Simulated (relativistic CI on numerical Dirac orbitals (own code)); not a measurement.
## d1 to d9 in one octahedral field

Computed with a parametric ligand-field model without spin-orbit coupling, by exact diagonalisation: B = 600, C = 2390, 10Dq = 20900 cm⁻¹ (Oh; |10Dq|/B = 34.8) for every shell. Energies in cm⁻¹; the field energy is (0.6 n_e − 0.4 n_t2) × 10Dq of the ground term; g labels are left out.

```tsv
Shell	Ground term	Electrons in e	Field energy	First spin-allowed bands	Lowest term of other spin
d1	2T2	0.000	-8360	2E 20900	
d2	3T1	0.018	-16349	3T2 19584, 3T1 27268	1T2 8653
d3	4A2	0.000	-25080	4T2 20900, 4T1 27305	2E 11736
d4	3T1	0.026	-32894	3E 18729, 3T1 19322	5E 6123
d5	2T2	0.047	-40808	2A2 17955, 2T1 18172	4T1 9555
d6	?	?	?	?	?
d7	2E	1.025	-37099	2T1 19163, 2T2 19695	4T1 9188
d8	3A2	2.000	-25080	3T2 20900, 3T1 27305	1E 9478
d9	2E	3.000	-12540	2T2 20900
```

Task: Fill in the row of d6.

Result: Ground term: 1A1; Electrons in e: 0.035; Field energy: -49437; First spin-allowed bands: 1T1 19306, 1T2 27337; Lowest term of other spin: 3T1 14162. Low spin: d4, d5, d6, d7; the other shells keep the spin of the free ion. Only d4 to d7 can choose; the field needed to pair spins is smallest for d6 and largest for d5, which loses most exchange energy. In the strong-field picture 10Dq must exceed about 6B + 5C = 15550 (d4), 7.5B + 5C = 16450 (d5), 2.5B + 4C = 11060 (d6) and 4B + 4C = 11960 (d7); mixing of terms shifts these bounds somewhat.
